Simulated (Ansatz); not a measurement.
C₃H₇BSSi, SMILES `S=CCB1C[SiH2]1`, relaxed with RKS PBE0-D4/def2-TZVP in the Gaussian-basis code of Ansatz from a PBE-D4/def2-SVP geometry. The force threshold is 0.005 eV/Å; the program also tests the step.

Charge 0, multiplicity 1.

Start:

```xyz
13

S     2.022    3.083   -0.386
C     1.750    1.478   -0.283
C     0.890    0.798    0.732
B    -0.345    0.080    0.073
C    -1.600   -0.595    0.579
Si   -0.770   -1.449   -1.051
H     2.197    0.788   -1.034
H     1.466   -0.056    1.172
H     0.599    1.486    1.552
H    -2.559   -0.468    0.036
H    -1.779   -0.866    1.638
H     0.016   -2.731   -0.984
H    -1.887   -1.547   -2.043
```

```tsv
step	energy (eV)	largest force (eV/Å)	largest move (Å)
1	-22602.2697	0.878	0.000
2	-22602.3212	0.386	0.027
3	-22602.3269	0.264	0.028
4	-22602.3277	0.249	0.013
5 (rejected)	-22602.3265	0.276	0.032
6	-22602.3305	0.062	0.016
7	-22602.3310	0.018	0.009
8	-22602.3312	0.013	0.007
9	-22602.3312	0.016	0.006
10	-22602.3313	0.013	0.011
11	-22602.3313	0.006	0.008
12	-22602.3314	0.005	0.007
```

End:

```xyz
13

S     2.027    3.043   -0.403
C     1.747    1.463   -0.277
C     0.869    0.810    0.723
B    -0.335    0.067    0.063
C    -1.571   -0.628    0.577
Si   -0.798   -1.452   -1.031
H     2.202    0.773   -0.993
H     1.433   -0.013    1.197
H     0.562    1.507    1.505
H    -2.522   -0.449    0.067
H    -1.731   -0.906    1.617
H    -0.005   -2.708   -1.004
H    -1.877   -1.505   -2.041
```

Run time 51 s (4 threads of an Intel Xeon on a shared host); peak host memory 0.81 GiB.
